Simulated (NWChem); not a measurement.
System: BNH2Br2; SMILES NB(Br)Br

Parts of the log:

```
             Northwest Computational Chemistry Package (NWChem) 7.3.0
             --------------------------------------------------------

 C2V symmetry detected

                             Geometry "geometry" -> ""
                             -------------------------

 Output coordinates in angstroms (scale by  1.889725989 to convert to a.u.)

  No.       Tag          Charge          X              Y              Z
 ---- ---------------- ---------- -------------- -------------- --------------
    1 B                    5.0000     0.00000000     0.00000000    -0.64177110
    2 Br                  35.0000     1.67736800     0.00000000     0.32332890
    3 Br                  35.0000    -1.67736800     0.00000000     0.32332890
    4 N                    7.0000     0.00000000     0.00000000    -2.03680310
    5 H                    1.0000    -0.86178900     0.00000000    -2.58327310
    6 H                    1.0000     0.86178900     0.00000000    -2.58327310

 Effective nuclear repulsion energy (a.u.)     423.6943779583

      Symmetry information
      --------------------

 Group name             C2v
 Group number             16
 Group order               4
 No. of unique centers     4

                                 NWChem DFT Module
                                 -----------------

 Summary of "ao basis" -> "ao basis" (spherical)
 ------------------------------------------------------------------------------
       Tag                 Description            Shells   Functions and Types
 ---------------- ------------------------------  ------  ---------------------
 B                           6-31g*                  6       14   3s2p1d
 Br                          6-31g*                 12       32   5s4p3d
 N                           6-31g*                  6       14   3s2p1d
 H                           6-31g*                  2        2   2s

      Symmetry analysis of basis
      --------------------------

        a1         38
        a2         12
        b1         30
        b2         16

            General Information
            -------------------
          SCF calculation type: DFT
          Wavefunction type:  closed shell.
          No. of atoms     :     6
          No. of electrons :    84
           Alpha electrons :    42
            Beta electrons :    42
          Charge           :     0
          Spin multiplicity:     1
          Use of symmetry is: off; symmetry adaption is: on
          Maximum number of iterations: 150
          AO basis - number of functions:    96
                     number of shells:    40
          Convergence on energy requested:  1.00D-06
          Convergence on density requested:  1.00D-05
          Convergence on gradient requested:  5.00D-04

              XC Information
              --------------
                     Hartree-Fock (Exact) Exchange  1.000
                   CAM-Becke88 Exchange Functional  1.000
                      VWN V Correlation Functional  0.190 local
              Lee-Yang-Parr Correlation Functional  0.810

           Range-Separation Parameters
           ---------------------------
           Alpha           :  0.19
           Beta            :  0.46
           Gamma           :  0.33
           Short-Range HF  :     F

             Grid Information
             ----------------
          Grid used for XC integration:  medium
          Radial quadrature: Mura-Knowles
          Angular quadrature: Lebedev.
          Tag              B.-S. Rad. Rad. Pts. Rad. Cut. Ang. Pts.
          ---              ---------- --------- --------- ---------
          B                   0.85       49           8.0       434
          Br                  1.15      112          10.0       590
          N                   0.65       49           9.0       434
          H                   0.35       45          11.0       434
          Grid pruning is: on
          Number of quadrature shells:   412
          Spatial weights used:  Erf1

      Superposition of Atomic Density Guess
      -------------------------------------

 Sum of atomic energies:       -5223.99084888

      Non-variational initial energy
      ------------------------------

 Total energy =   -5225.398952
 1-e energy   =   -8114.937942
 2-e energy   =    2465.844613
 HOMO         =      -0.354169
 LUMO         =       0.081523

      Symmetry analysis of molecular orbitals - initial
      -------------------------------------------------

  Numbering of irreducible representations:

     1 a1          2 a2          3 b1          4 b2

  Orbital symmetries:

     1 b1          2 a1          3 a1          4 b1          5 b1
     6 a1          7 b1          8 a1          9 a2         10 b2
    11 a1         12 a1         13 b1         14 a1         15 a1
    16 b1         17 a1         18 b2         19 b1         20 a2
    21 a1         22 b1         23 a1         24 b2         25 b1
    26 a2         27 a1         28 b2         29 b1         30 a2
    31 a1         32 a1         33 b1         34 a1         35 b1
    36 a1         37 b2         38 b1         39 a1         40 a2
    41 b1         42 b2         43 b2         44 a1         45 a1
    46 b1         47 b1         48 a1         49 a1         50 b1
    51 b2         52 a1

 !! scf_movecs_sym_adapt:   28 vectors were symmetry contaminated

  Symmetry fudging

 !! scf_movecs_sym_adapt:    6 vectors were symmetry contaminated

   convergence    iter        energy       DeltaE   RMS-Dens  Diis-err
 ---------------- ----- ----------------- --------- --------- ---------
 d= 0,ls=0.0,diis     1  -5228.7504660132 -5.65D+03  8.89D-03  6.07D-01

 !! scf_movecs_sym_adapt:   28 vectors were symmetry contaminated

  Symmetry fudging

 !! scf_movecs_sym_adapt:    6 vectors were symmetry contaminated

 d= 0,ls=0.0,diis     2  -5228.7764246284 -2.60D-02  4.89D-03  4.18D-01

 !! scf_movecs_sym_adapt:   20 vectors were symmetry contaminated

  Symmetry fudging

 !! scf_movecs_sym_adapt:    4 vectors were symmetry contaminated

 d= 0,ls=0.0,diis     3  -5228.8227079494 -4.63D-02  9.47D-04  1.42D-02

 !! scf_movecs_sym_adapt:   18 vectors were symmetry contaminated

  Symmetry fudging

 !! scf_movecs_sym_adapt:    4 vectors were symmetry contaminated

 d= 0,ls=0.0,diis     4  -5228.8246516366 -1.94D-03  1.76D-04  8.44D-04

 !! scf_movecs_sym_adapt:   14 vectors were symmetry contaminated

  Symmetry fudging

 !! scf_movecs_sym_adapt:    4 vectors were symmetry contaminated

 d= 0,ls=0.0,diis     5  -5228.8247208243 -6.92D-05  8.33D-05  7.07D-05

 !! scf_movecs_sym_adapt:   12 vectors were symmetry contaminated

  Symmetry fudging

 !! scf_movecs_sym_adapt:    4 vectors were symmetry contaminated

[...]

                                NWChem TDDFT Module
                                -------------------

            General Information
            -------------------
           No. of orbitals :     192
            Alpha orbitals :      96
             Beta orbitals :      96
        Alpha frozen cores :       0
         Beta frozen cores :       0
     Alpha frozen virtuals :       0
      Beta frozen virtuals :       0
         Spin multiplicity :       1
    Number of AO functions :      96
        Use of symmetry is : off
      Symmetry adaption is : on
         Schwarz screening :  0.10D-07

              XC Information
              --------------
              Hartree-Fock (Exact) Exchange   1.00
            CAM-Becke88 Exchange Functional   1.00
               VWN V Correlation Functional   0.19 local
       Lee-Yang-Parr Correlation Functional   0.81
           Alpha           :  0.19
           Beta            :  0.46
           Gamma           :  0.33

             TDDFT Information
             -----------------
          Calculation type : TDDFT
         Wavefunction type : Restricted singlets
          No. of electrons :      84
           Alpha electrons :      42
            Beta electrons :      42
              No. of roots :       8
          Max subspacesize :    5600
            Max iterations :     100
               Target root :       1
           Target symmetry : none
      Symmetry restriction : off
                 Algorithm : Optimal
        Davidson threshold :  0.10D-03

    8 smallest eigenvalue differences (eV)
--------------------------------------------------------
  No. Spin  Occ  Vir  Irrep   E(Occ)    E(Vir)   E(Diff)
--------------------------------------------------------
    1    1   42   43 a2       -0.343     0.044    10.508
    2    1   41   43 a1       -0.350     0.044    10.708
    3    1   40   43 b1       -0.355     0.044    10.834
    4    1   39   43 b2       -0.369     0.044    11.233
    5    1   42   44 b1       -0.343     0.084    11.603
    6    1   41   44 b2       -0.350     0.084    11.803
    7    1   40   44 a2       -0.355     0.084    11.930
    8    1   39   44 a1       -0.369     0.084    12.329
--------------------------------------------------------

  Entering Davidson iterations
  Restricted singlet excited states

  Iter   NTrls   NConv    DeltaV     DeltaE      Time
  ----  ------  ------  ---------  ---------  ---------
    1      8       0     0.31E+00   0.10+100       31.7
    2     24       0     0.57E-01   0.26E-01       36.2
    3     40       0     0.23E-01   0.37E-02       42.7
    4     56       0     0.84E-02   0.62E-03       42.4
    5     72       1     0.27E-02   0.91E-04       38.4
    6     86       2     0.66E-03   0.34E-05       36.2
    7     97       6     0.14E-03   0.20E-06       32.5
    8    101       8     0.70E-04   0.60E-08       25.7
  ----  ------  ------  ---------  ---------  ---------
  Convergence criterion met

  Ground state a1      -5228.824730453867 a.u.

  ----------------------------------------------------------------------------
  Root   1 singlet a2             0.248372374 a.u.                6.7586 eV
  ----------------------------------------------------------------------------
     Transition Moments    X -0.00000   Y -0.00000   Z -0.00000
     Dipole Oscillator Strength                    0.0000000000
     Electric Quadrupole                           0.0000000190
     Magnetic Dipole                               0.0000005097
     Total Oscillator Strength                     0.0000005287

     Occ.   42  b1  ---  Virt.   43  b2  -0.99915 X
  ----------------------------------------------------------------------------
  Root   2 singlet b1             0.271636779 a.u.                7.3916 eV
  ----------------------------------------------------------------------------
     Transition Moments    X -0.58944   Y  0.00000   Z -0.00000
     Dipole Oscillator Strength                    0.0629179684
     Electric Quadrupole                           0.0000000486
     Magnetic Dipole                               0.0000000087
     Total Oscillator Strength                     0.0629180257

     Occ.   37  b1  ---  Virt.   44  a1  -0.11531 X
     Occ.   40  a2  ---  Virt.   43  b2  -0.92181 X
     Occ.   42  b1  ---  Virt.   44  a1  -0.35910 X
  ----------------------------------------------------------------------------
  Root   3 singlet b2             0.271896171 a.u.                7.3987 eV
  ----------------------------------------------------------------------------
     Transition Moments    X  0.00000   Y  0.07751   Z -0.00000
     Dipole Oscillator Strength                    0.0010889989
     Electric Quadrupole                           0.0000000183
     Magnetic Dipole                               0.0000008447
     Total Oscillator Strength                     0.0010898619

     Occ.   39  a1  ---  Virt.   43  b2   0.99784 X
  ----------------------------------------------------------------------------
  Root   4 singlet a1             0.276209752 a.u.                7.5161 eV
  ----------------------------------------------------------------------------
     Transition Moments    X  0.00000   Y -0.00000   Z -0.96930
     Dipole Oscillator Strength                    0.1730075265
     Electric Quadrupole                           0.0000013642
     Magnetic Dipole                               0.0000000000
     Total Oscillator Strength                     0.1730088907

     Occ.   36  a1  ---  Virt.   44  a1  -0.07080 X
     Occ.   37  b1  ---  Virt.   45  b1  -0.08768 X
     Occ.   38  b2  ---  Virt.   43  b2  -0.06884 X
     Occ.   39  a1  ---  Virt.   44  a1  -0.05573 X
     Occ.   39  a1  ---  Virt.   46  a1   0.08764 X
     Occ.   41  b2  ---  Virt.   43  b2  -0.98015 X
  ----------------------------------------------------------------------------
  Root   5 singlet b1             0.289213052 a.u.                7.8699 eV
  ----------------------------------------------------------------------------
     Transition Moments    X  0.68085   Y  0.00000   Z -0.00000
     Dipole Oscillator Strength                    0.0893769391
     Electric Quadrupole                           0.0000000478
     Magnetic Dipole                               0.0000015742
     Total Oscillator Strength                     0.0893785611

     Occ.   37  b1  ---  Virt.   44  a1   0.11832 X
     Occ.   39  a1  ---  Virt.   45  b1   0.29402 X
     Occ.   39  a1  ---  Virt.   47  b1   0.10507 X
     Occ.   40  a2  ---  Virt.   43  b2   0.32630 X
     Occ.   42  b1  ---  Virt.   44  a1  -0.87980 X
  ----------------------------------------------------------------------------
  Root   6 singlet a2             0.292783151 a.u.                7.9670 eV
  ----------------------------------------------------------------------------
     Transition Moments    X  0.00000   Y  0.00000   Z -0.00000
     Dipole Oscillator Strength                    0.0000000000
     Electric Quadrupole                           0.0000000723
     Magnetic Dipole                               0.0000001775
     Total Oscillator Strength                     0.0000002498

     Occ.   37  b1  ---  Virt.   43  b2  -0.09449 X
     Occ.   38  b2  ---  Virt.   47  b1   0.06098 X
     Occ.   40  a2  ---  Virt.   44  a1   0.91218 X
     Occ.   41  b2  ---  Virt.   45  b1   0.38247 X
     Occ.   41  b2  ---  Virt.   47  b1   0.05053 X
  ----------------------------------------------------------------------------
  Root   7 singlet b2             0.295208062 a.u.                8.0330 eV
  ----------------------------------------------------------------------------
     Transition Moments    X  0.00000   Y  0.02841   Z  0.00000
     Dipole Oscillator Strength                    0.0001588294
     Electric Quadrupole                           0.0000000114
     Magnetic Dipole                               0.0000000186
     Total Oscillator Strength                     0.0001588594

     Occ.   38  b2  ---  Virt.   44  a1   0.10926 X
     Occ.   40  a2  ---  Virt.   45  b1   0.29381 X
     Occ.   40  a2  ---  Virt.   47  b1   0.08626 X
     Occ.   41  b2  ---  Virt.   44  a1   0.94129 X
  ----------------------------------------------------------------------------
  Root   8 singlet a1             0.305958954 a.u.                8.3256 eV
  ----------------------------------------------------------------------------
     Transition Moments    X -0.00000   Y  0.00000   Z -0.09999
     Dipole Oscillator Strength                    0.0020392639
     Electric Quadrupole                           0.0000000144
     Magnetic Dipole                               0.0000000000
     Total Oscillator Strength                     0.0020392782

     Occ.   36  a1  ---  Virt.   44  a1  -0.05522 X
     Occ.   39  a1  ---  Virt.   44  a1   0.83496 X
     Occ.   41  b2  ---  Virt.   43  b2  -0.05538 X
     Occ.   42  b1  ---  Virt.   45  b1  -0.52223 X
     Occ.   42  b1  ---  Virt.   47  b1  -0.12429 X

              Target root =      1
          Target symmetry = none
      Ground state energy =  -5228.824730453867
        Excitation energy =      0.248372374326
     Excited state energy =  -5228.576358079541

  stored tddft:energy   -5228.5763580795410
```

Level: CAM-B3LYP/6-31G* (spherical d), full TDDFT. Coordinates come from a PBE-D3(BJ)/def2-SVP optimisation.

Problem. Write an input that gives this output.

Solution. One answer among several that fit: the input that was run:
```
start job
memory heap 200 mb stack 900 mb global 1100 mb
geometry units angstroms noautoz
  B      0.000000     0.000000    -0.628824
  Br     1.677368     0.000000     0.336276
  Br    -1.677368     0.000000     0.336276
  N      0.000000     0.000000    -2.023856
  H     -0.861789     0.000000    -2.570326
  H      0.861789     0.000000    -2.570326
end
basis spherical
  * library 6-31g*
end
dft
  xc xcamb88 1.00 lyp 0.81 vwn_5 0.19 hfexch 1.00
  cam 0.33 cam_alpha 0.19 cam_beta 0.46
  iterations 150
end
tddft
  nroots 8
  notriplet
end
task tddft energy
```
